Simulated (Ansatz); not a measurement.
`C1[NH][SbH][SiH2]1` → `[CH2]1N[SiH2][SbH]1`  (isomerisation)

Program: Ansatz. Geometries: PBE0-D4/def2-TZVP. ΔE: electronic, gas phase. CCSD(T)/CBS is the MP2 limit (def2-TZVPP, def2-QZVPP) plus CCSD(T) − MP2 in def2-TZVPP, frozen cores. Functionals use def2-TZVPP. Elements past krypton have def2 core potentials. For Sb outer-core shells are correlated without core-valence functions, which leaves a few kJ/mol of doubt a bond.

`C1[NH][SbH][SiH2]1`:

Cartesian coordinates in Å:
```
C -0.715 -0.521 0.371
N -1.200 0.712 -0.292
Sb 0.428 1.419 -1.395
Si 1.167 -0.229 0.437
H -1.215 -0.695 1.329
H -0.945 -1.379 -0.269
H -1.456 1.407 0.399
H 0.277 0.131 -2.519
H 2.110 -1.373 0.273
H 1.548 0.528 1.665
```

`[CH2]1N[SiH2][SbH]1`:

Cartesian coordinates in Å:
```
C -0.059 -1.261 -0.105
N -0.302 -0.081 -0.913
Si -0.299 1.349 0.041
Sb 0.218 -0.349 1.895
H 0.838 -1.818 -0.392
H -0.909 -1.950 -0.068
H -0.509 -0.208 -1.891
H 0.726 2.370 -0.322
H -1.602 2.075 0.106
H 1.897 -0.127 1.649
```

| level | ΔE (kJ/mol) |
| --- | --- |
| r2SCAN-D4 | -60.9 |
| ωB97X-V | -64.3 |
| PBE | -55.8 |
| r2SCAN | -60.9 |
| HF/def2-TZVPP | -77.3 |
| CCSD(T)/def2-TZVPP | -64.6 |
| MP2/def2-QZVPP | -67.8 |
| MP2/CBS(def2) | -67.6 |

**Question.** What does CCSD(T)/CBS give? (An estimate is asked.)

**Answer.** Computed: -63.9 kJ/mol. The listed levels differ from it by 3.0, -0.4, 8.1, 3.0, -13.4, -0.7, -3.9, -3.7 kJ/mol.

Largest T1 diagnostic among the species: 0.014.

In def2-TZVPP, CCSD(T) changes the Hartree–Fock value by +12.7 kJ/mol (the triples alone add +3.3 kJ/mol) and MP2 by +9.1 kJ/mol. From PBE to PBE0 (25 % exact exchange), in def2-TZVPP and without D4, ΔE moves by −7.9 kJ/mol.
